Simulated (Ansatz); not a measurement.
# Relaxing a trial structure of FGaHNO

The starting geometry of this gas-phase triplet was optimised with GFN2-xTB as a singlet.

```xyz
5

F    -0.4534    1.6506    1.0176
Ga   -1.3628    0.0887    1.0632
N     1.4250   -0.8616    1.0413
O     0.2619   -1.2530    0.8364
H     1.8341   -0.4193    0.1876
```

**Question.** Where would you expect an optimisation with PBE0-D3(BJ)/def2-SVP to take it?

**Answer.** It loosens into FGa + HNO, which stay close as a complex. Contacts that open: Ga2–O4 (2.12 → 2.72 Å).

The energy falls by 0.75 eV over 15 steps:

```tsv
step	E − E(last) (eV)
1	0.749
3	0.260
4	0.185
6	0.104
7	0.095
9	0.022
10	0.021
12	0.000
13	0.000
15	0.000
```

Final geometry (Å):

```xyz
5

F     0.0199    1.2678    0.6588
Ga   -1.4911    0.3503    1.1536
N     1.4247   -0.9411    0.7190
O     0.4348   -1.5648    1.0472
H     1.3166    0.0934    0.5674
```

No frequencies were run, so the end isn't proven a minimum. Open shells are spin-unrestricted. The triplet needn't be the ground state. Run with Ansatz 0.2.0, 2.9 min on 1 thread of AMD EPYC (Zen 3), on a shared host.
